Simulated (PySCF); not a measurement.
Cl$_{2}$In, charge +1, singlet, at a GFN2-xTB geometry (such geometries of metal compounds can be far from the true shape) (all electrons, no relativity); M062X/3-21G run with PySCF.

Input for PySCF:
```python
from pyscf import gto, scf, dft

mol = gto.M(
    atom='''
In    0.00000000    0.00000000    0.00000000
Cl    0.00000000    0.00000000    2.29969147
Cl   -0.00000000   -0.00000000   -2.29969147
''',
    basis='3-21g',
    charge=1,
    verbose=4,
)

mf = dft.RKS(mol)
mf.xc = 'm062x'
mf.kernel()
mf.analyze()
```

### Question
Predict the main parts of the log of this PySCF run.

### Answer

```
PySCF version 2.14.0

[INPUT] verbose = 4
[INPUT] num. atoms = 3
[INPUT] num. electrons = 82
[INPUT] charge = 1
[INPUT] spin (= nelec alpha-beta = 2S) = 0
[INPUT] symmetry False subgroup None
[INPUT] Mole.unit = angstrom
[INPUT] Symbol           X                Y                Z      unit          X                Y                Z       unit  Magmom
[...]
nuclear repulsion = 416.610381378968
number of shells = 27
number of NR pGTOs = 135
number of NR cGTOs = 57
basis = 3-21g
ecp = {}

******** <class 'pyscf.dft.rks.RKS'> ********
method = RKS
initial guess = minao
damping factor = 0
level_shift factor = 0
DIIS = <class 'pyscf.scf.diis.CDIIS'>
diis_start_cycle = 1
diis_space = 8
diis_damp = 0
SCF conv_tol = 1e-09
SCF conv_tol_grad = None
SCF max_cycles = 50
direct_scf = True
direct_scf_tol = 1e-13
XC library pyscf.dft.libxc version 7.1.2
    S. Lehtola, C. Steigemann, M. J. T. Oliveira, and M. A. L. Marques,  SoftwareX 7, 1–5 (2018)
XC functionals = m062x
    Y. Zhao and D. G. Truhlar,  Theor. Chem. Acc. 120, 215 (2008)
    Y. Zhao and D. G. Truhlar,  Theor. Chem. Acc. 120, 215 (2008)
radial grids:
    Treutler-Ahlrichs [JCP 102, 346 (1995); DOI:10.1063/1.469408] (M4) radial grids

becke partition: Becke, JCP 88, 2547 (1988); DOI:10.1063/1.454033
pruning grids: <function nwchem_prune>
grids dens level: 3
symmetrized grids: False
atomic radii adjust function: <function treutler_atomic_radii_adjust>
small_rho_cutoff = 0
Set gradient conv threshold to 3.16228e-05
Initial guess from minao.
tot grids = 59640
init E= -6621.3918949605
[...]
cycle= 1 E= -6633.1625469365  delta_E= -11.8  |g|= 0.374  |ddm|= 1.94
[...]
cycle= 2 E= -6633.16474127359  delta_E= -0.00219  |g|= 0.472  |ddm|= 1.58
[...]
cycle= 3 E= -6633.24694475932  delta_E= -0.0822  |g|= 0.0153  |ddm|= 0.703
[...]
cycle= 4 E= -6633.24706080368  delta_E= -0.000116  |g|= 0.00259  |ddm|= 0.0477
[...]
cycle= 5 E= -6633.24706446387  delta_E= -3.66e-06  |g|= 0.000421  |ddm|= 0.00699
[...]
cycle= 6 E= -6633.24706459705  delta_E= -1.33e-07  |g|= 5.87e-05  |ddm|= 0.0014
[...]
cycle= 7 E= -6633.247064601  delta_E= -3.95e-09  |g|= 9.96e-06  |ddm|= 0.000194
[...]
cycle= 8 E= -6633.24706460117  delta_E= -1.75e-10  |g|= 1.1e-06  |ddm|= 4.79e-05
[...]
Extra cycle  E= -6633.24706460113  delta_E= 3.64e-11  |g|= 5.2e-07  |ddm|= 4.13e-06
converged SCF energy = -6633.24706460113
**** SCF Summaries ****
Total Energy =                       -6633.247064601133388
Nuclear Repulsion Energy =             416.610381378968270
One-electron Energy =                -9968.743661775342844
Two-electron Energy =                 2918.886215795240787
Two-electron Coulomb Energy =         3131.591758903700338
DFT Exchange-Correlation Energy =     -212.705543108459608
HOMO-LUMO gap [eV] =                     7.271576514238017
**** MO energy ****
[...]
 ** Mulliken pop on meta-lowdin orthogonal AOs  **
 ** Mulliken pop  **
 ** Mulliken atomic charges  **
charge of    0In =      1.17159
charge of    1Cl =     -0.08579
charge of    2Cl =     -0.08579

WARN: System has nonzero charge 1; the dipole moment is origin-dependent.
Location of origin: [0. 0. 0.]

Dipole moment(X, Y, Z, Debye): -0.00000, -0.00000,  0.00000
```
